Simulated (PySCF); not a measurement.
Zn(SH) (HSZn), SMILES [SH][Zn] (connectivity only; charge and spin as stated), neutral, multiplicity 2. The structure is a stationary point at PBE0-D3(BJ)/def2-TZVP. The multiplicity is an assumed one; other spin states were not compared. The isomer is the one that the SMILES or the coordinates give; other isomers of the formula were not compared.

Computed with PBE0-D3(BJ)/def2-TZVP (PySCF).

Harmonic wavenumbers (cm⁻¹): 332, 574, 2698. Rotational constants (GHz): 286.2, 4.557, 4.486; symmetry number 1.

Work out the zero-point energy and the ideal-gas rigid-rotor harmonic-oscillator thermochemistry at 298.15 K and 1 atm.

ZPE = ½ Σ hcν = ½ × 3605 cm⁻¹ = 5.15 kcal/mol. H − E(el) = 7.87 kcal/mol. Entropy in cal/(mol K): translation 39.67, rotation 21.53, vibration 1.75, spin 1.38, total 64.33. G − E(el) = -11.31 kcal/mol. Cp = 10.65 cal/(mol K).
